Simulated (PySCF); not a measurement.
Harmonic spectrum computed at PBE0 in the def2-TZVP basis family (core potentials from Rb on, PySCF, no spin–orbit coupling):

```
symmetry  ω (cm⁻¹)  IR (km/mol, summed over degenerate members)
       π       116                                         21.9
      σ+       706                                         82.4
      σ+      1041                                         18.0
```

Q: Which molecule gave it? In each, all ligands are bound to the one heavy central atom.
A. FSnN (singlet)
B. FSiN (singlet)
C. FGeN (singlet)
D. FSeN (singlet)

A: C. It has C∞v symmetry with Ge–F 1.710 Å, Ge–N 1.638 Å.
